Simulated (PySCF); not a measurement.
Method: PBE-D3(BJ)/def2-TZVP // B3LYP-D3(BJ)/def2-SVP in PySCF. Isolated molecules, 0 K electronic values unless said otherwise. One relaxed conformer stands for a flexible species; it need not be the lowest. Excitations are Tamm–Dancoff values on a coarser integration grid. The basis has no diffuse functions, so Rydberg states are missing or too high.

Reference species (SMILES): `Bc1ccc(F)s1` (neutral, multiplicity 1).

```yaml
S1–T1 gap (TDA): 1.62 eV
HOMO: -6.34 eV
LUMO: -2.95 eV
```

Changed species: `Bc1sccc1F`.

Task: Predict the effect on the S1–T1 gap (TDA), HOMO and LUMO.

Result: the S1–T1 gap (TDA) drops by 0.40 eV, to 1.22 eV; the HOMO drops by 0.02 eV, to -6.36 eV; the LUMO falls by 0.05 eV, to -3.00 eV.
